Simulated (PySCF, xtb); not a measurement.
Cl4H2Si2, SMILES Cl[Si](Cl)(Cl)[SiH2]Cl. One conformer was computed; it need not be the lowest.

Harmonic wavenumbers (cm⁻¹) from GFN2-xTB (xtb 6.7.1) at its own minimum, in rising order: 15, 61, 84, 112, 144, 151, 184, 329, 421, 476, 481, 484, 553, 573, 681, 780, 2239, 2259.

What does r2SCAN-D4/def2-SVP run with PySCF give at its own minimum? (Estimate from the structure and the level; the computed values follow.)

35, 54, 98, 133, 174, 183, 218, 367, 483, 532, 575, 603, 603, 690, 818, 924, 2234, 2248. Paired by order, the mean absolute difference is 55 cm⁻¹ and the zero-point energies are 14.3 and 15.7 kcal/mol.
